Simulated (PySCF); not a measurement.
**TDDFT excited states: C2H7F3OSi2**

Compound: C2H7F3OSi2.
Z-matrix (Å and degrees, PBE0-D3(BJ)/def2-SVP geometry), rows numbered from 1:
```
F 
C   1  1.3402
F   2  1.3409  1  107.08
F   2  1.3370  1  107.09  3   114.56
C   2  1.4999  1  111.50  3  -122.18
Si  5  1.8880  2  115.72  1    61.56
O   6  1.6563  5  105.44  2  -178.25
Si  7  1.6589  6  146.86  5  -177.69
H   5  1.1008  2  108.30  1   -60.51
H   5  1.1009  2  108.32  1  -176.42
H   6  1.4913  5  110.43  2   -59.21
H   6  1.4913  5  110.49  2    62.70
H   8  1.4939  7  110.16  6    63.05
H   8  1.4942  7  110.21  6   -57.28
H   8  1.4893  7  108.22  6  -177.12
```

Method used: TDDFT B3LYP/def2-SVPD, vertical, gas phase, core orbitals frozen in the response (PySCF).

Problem. What does the calculation give for the low-lying excited states?

Solution. 

```csv
state,E (eV),λ (nm),ν̃ (cm⁻¹),f,"main configurations (H = HOMO, L = LUMO)"
S1,6.97,178.0,56180,0.0006,H→L (99%)
S2,7.17,172.9,57830,0.0003,H-1→L (98%)
S3,7.94,156.1,64070,0.0068,"H→L+1 (67%), H→L+2 (18%)"
S4,8.04,154.2,64830,0.022,"H-3→L (49%), H→L+1 (18%), H-2→L (17%)"
S5,8.10,153.0,65360,0.020,"H-2→L (60%), H→L+2 (21%)"
S6,8.11,152.9,65410,0.033,"H→L+2 (50%), H-3→L (26%), H-2→L (8%)"
S7,8.20,151.2,66160,0.014,H-1→L+1 (93%)
S8,8.34,148.6,67300,0.127,H-1→L+2 (92%)
S9,8.47,146.4,68300,0.0049,H→L+3 (82%)
```

Triplets, Tamm–Dancoff:

```tsv
state	E (eV)	λ (nm)	main configurations (H = HOMO, L = LUMO)
T1	6.67	185.9	H→L (96%)
T2	6.87	180.5	H-1→L (95%)
T3	7.60	163.1	H-3→L (53%), H-2→L (14%), H→L+1 (9%)
T4	7.72	160.5	H-2→L (56%), H-3→L (12%), H-1→L+1 (8%)
```

The lowest singlet lies at 6.97 eV (178 nm, vacuum ultraviolet) and is very weak; its leading configuration is HOMO→LUMO (99%). The strongest level in the table is S8 at 8.34 eV (149 nm, f = 0.127). S5/S6 lie within about 0.01 eV of each other. Löwdin shares by element: HOMO oxygen 35%, silicon 27%, hydrogen 9% or more (atoms not listed hold the other 28%); LUMO silicon 45%, oxygen 12%, hydrogen 8% or more (atoms not listed hold the other 35%). Weighted by f, the mean energy of these states is 8.24 eV. Of the 9 states listed, 5 reach f = 0.01 and 1 stays under 0.0005. The oscillator strengths of these states sum to 0.229; summed over the whole spectrum of an exact calculation they would give the number of electrons, 82 (Thomas–Reiche–Kuhn). No computed singlet lies in the visible range (380 to 750 nm); the lowest, at 178 nm, stands 3.70 eV above its violet end (3.26 eV). The vertical ionisation energy (ΔSCF) is 10.78 eV, 2.31 eV above S9. Orbitals of the list HOMO-3 to LUMO+2 that lie within 0.01 eV of each other are written together with a slash and their weights summed (≥ marks a lower bound); for degenerate orbitals outside that list single weights are arbitrary. The window holds the lowest 10 singlets. The highest level found (8.71 eV, f 0.027 so far) is left out, since the window may have cut off a degenerate partner.

One conformer stands for the species.
